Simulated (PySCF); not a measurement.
A GIAO shielding run with PySCF 2.14 (density fitting, non-relativistic, gas phase) on `C([C@H](C)C#N)N[SiH2]P`, C4H11N2PSi:

```
$ OMP_NUM_THREADS=1 python probes_run.py task.json out

{"job": {"kind": "nmr", "xc": "PBE0", "basis": "pcSseg-1"}, "charge": 0, "multiplicity": 1}
C     -1.812932     1.144632    -1.123100
C     -1.590147    -0.224762    -0.475345
C     -2.846425    -0.753536    -0.002643
N     -3.842811    -1.157871     0.385636
C     -0.594746    -0.153817     0.707192
N      0.717398     0.274944     0.315393
Si     1.848591    -0.751796    -0.465640
P      3.568686     0.611716    -0.895674
H     -2.174980     1.859343    -0.386248
H     -0.879705     1.509918    -1.545262
H     -2.547222     1.072746    -1.922480
H     -1.185538    -0.921823    -1.218427
H     -0.504478    -1.149642     1.147368
H     -0.993573     0.523693     1.469238
H      0.770766     1.268917     0.148086
H      2.115273    -1.862151     0.455050
H      1.422754    -1.330504    -1.755811
H      4.204106     0.417241     0.314051
H      4.315179    -0.367998    -1.516647
```

Hardware: 1 thread of an Arm Neoverse N1, shared host. The job also computes population analyses, field gradients.

(1) How large is the calculation?

(2) How long does it take, and how much memory does it need?

## Answers

(1) 78 electrons, 205 basis functions and 1100 auxiliary functions.

(2) 70 s of wall time, with 14 SCF cycles and 5 response iterations; peak memory 0.86 GiB. Times on a shared host scatter by some tens of per cent.
